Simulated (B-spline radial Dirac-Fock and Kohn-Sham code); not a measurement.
# Photoelectron lines of Co¹⁷⁺ at 3590 eV

System: the Co¹⁷⁺ ion, [He] 2s2 2p6.

Method: the independent-particle Dirac-Slater model, thresholds from Dirac-Fock. Computed with a radial finite-basis atomic code. The asymmetry parameter β is from the dipole term alone. Kinetic energies are from the vacuum level.

```
subshell  electrons  binding (eV)  kinetic (eV)  σ (kb)     β
      2s          2        1538.6        2051.4    13.2  2.00
   2p1/2          2        1411.1        2178.9    7.21  1.27
   2p3/2          4        1396.0        2194.0       ?     ?
```

Task: What are σ and β for 2p3/2?

Result: σ = 13.7 kb, the largest of all subshells and 40 % of the total, and β = 1.28.
